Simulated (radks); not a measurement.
Species: Ca+. Configuration: [Ar] 4s1.

Calculated with a radial shooting solver on a logarithmic mesh with Libxc functionals: non-relativistic Kohn-Sham, r2SCAN, spin-polarised, spherical densities, point nucleus; open shells are filled with parallel spins first; meta-GGA in the generalised Kohn-Sham scheme.

Energy parts (hartree):
part                       energy
total                  -677.30977
kinetic                 676.66254
electron-nucleus      -1598.54217
Hartree                 280.41505
exchange-correlation    -35.84519

Orbitals (lengths in bohr, moments of r in powers of bohr; <r^-3> diverges for s and p1/2; r(max) is where P^2 peaks; r(90%) holds 90 % of the orbital's charge):
orbital,occ.,eigenvalue (hartree),r(90%),r(max),<r^-3>,<1/r>
1s up,1,-145.2581,0.138,0.05082,-,19.53
1s down,1,-145.2569,0.138,0.05082,-,19.53
2s up,1,-15.58755,0.568,0.3017,-,4.025
2s down,1,-15.58647,0.568,0.3017,-,4.024
2p up,3,-12.70250,0.540,0.2476,183.4,3.938
2p down,3,-12.70122,0.540,0.2476,183.4,3.938
3s up,1,-2.03101,1.74,0.9980,-,1.197
3s down,1,-2.02763,1.74,0.9990,-,1.195
3p up,3,-1.31277,1.96,1.050,18.98,1.073
3p down,3,-1.30879,1.95,1.051,18.98,1.074
4s up,1,-0.34537,5.27,3.179,-,0.3533

The highest occupied level is 4s up at -9.398 eV. Virial ratio -V/T = 2.00096. Summed over all electrons, <r^2> = 30.38 bohr^2, which gives a Langevin (diamagnetic) susceptibility term of -24.1 x 10^-6 cm^3/mol. Spin moment in Bohr magnetons: 1. The electron density at the nucleus is 5321 e/bohr^3. The spin density at the nucleus is 2.541 e/bohr^3 (1s 0.048, 2s 0.021, 3s 0.105, 4s 2.368), a Fermi contact field of 133 T. The density falls to 0.001 e/bohr^3 at r = 4.34 bohr.
